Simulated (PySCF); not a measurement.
# What a mistake does to a calculation on H4NOSi2 cation

These are calculations, not measurements. The program is PySCF 2.14.0, an open-source quantum chemistry code, run on an isolated molecule that a program drew, which may never have been made. The molecule is H4NOSi2 cation (charge +1, singlet), drawn as the SMILES string `N=[SiH]O[SiH2+]`.

Each row is a Hartree-Fock (HF) and frozen-core CCSD(T) single point in the cc-pV(D+d)Z basis, meant for a local HF minimum. Run 1 is clean. Each other run has one planted mistake out of seven kinds, and not every kind appears here: one electron removed, one electron added, multiplicity raised by two, geometry at a saddle point, minimal basis STO-3G, one bond length entered in bohr, all coordinates scaled. The reference is restricted for singlets and unrestricted otherwise, and also for a bond in bohr. Adding or removing an electron swaps singlet and doublet. Electrons count all cores. HOMO and LUMO are orbital energies over both spins, the gradient is its largest component, and the lowest frequency (negative if imaginary) is given only where the gradient is small. Bond lengths are over the 7 bonds as drawn. T1 is the CCSD diagnostic: over 0.02 (restricted) or 0.045 (unrestricted) a single reference is doubtful.

Geometry of the clean run:
```xyz
8
H4NOSi2 cation, angstrom
N    -0.1348   -0.2664   -1.3994
Si   -0.7395    0.7566   -0.4704
O    -0.2820    0.9651    1.1757
Si    0.3435    0.9117    2.5943
H     0.4282   -1.0030   -1.7502
H    -1.7691    1.7585   -0.6568
H     1.5180    1.7249    2.8748
H    -0.2798    0.0683    3.6040
```

```
run,electrons,basis functions,<S^2>,HOMO (eV),LUMO (eV),gradient (hartree/bohr),lowest frequency (cm^-1),mean bond (Å),longest bond (Å),T1,HF (hartree),CCSD(T) (hartree),mistake
1,46,94,0.000,-14.67,-5.03,2.3e-05,44,1.4475,1.721,0.0204,-709.27164,-709.83994,no fault
2,45,94,0.763,-23.35,-10.33,1.1e-01,-,1.4475,1.721,0.0163,-708.82497,-709.33424,one electron removed
3,47,94,0.769,-6.54,2.82,1.1e-01,-,1.4475,1.721,0.0175,-709.48346,-710.06020,one electron added
4,46,32,0.000,-12.00,-1.09,4.0e-02,-,1.4475,1.721,0.0328,-700.85609,-701.11442,?
5,46,94,2.032,-10.54,-6.21,1.8e-01,-,1.4475,1.721,0.0199,-709.18349,-709.71072,?
```

**Which mistake was planted in run 4, and what did it cost?**

It has 32 basis functions where the clean run has 94, with the same electrons and geometry. So the mistake is: minimal basis STO-3G. Subtracting run 1 and multiplying by 627.51 kcal/mol a hartree, the energy moved by 5280.8 kcal/mol in HF and 5475.3 kcal/mol in CCSD(T).

**Which mistake was planted in run 5, and what did it cost?**

Electrons, basis and geometry are unchanged, and <S^2> is 2.032, beside S(S+1) = 2.00 for a multiplicity of 3. So the mistake is: multiplicity raised by two. Subtracting run 1 and multiplying by 627.51 kcal/mol a hartree, the energy moved by 55.3 kcal/mol in HF and 81.1 kcal/mol in CCSD(T).

Cautions from the logs. Run 1: T1 is over the limit, so its CCSD(T) energy is less reliable; run 4: T1 is over the limit, so its CCSD(T) energy is less reliable.
